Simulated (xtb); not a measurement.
Harmonic IR lines of one isomer of CH₅BSi, unscaled. Level of theory: xtb with GFN2-xTB.

wavenumber (cm⁻¹): 307 (w), 512 (w), 592 (w), 733 (m), 745 (w), 783 (m), 1052 (vw), 1202 (w), 2173 (vs), 2613 (m), 2649 (m), 3068 (vw), 3099 (w)

Q: Say which structure gives these lines.
A. `B[SiH]=C`
B. `B=[SiH]C`
C. `C=B[SiH3]`
D. `[H]/B=C\[SiH3]`

A: A, `B[SiH]=C`
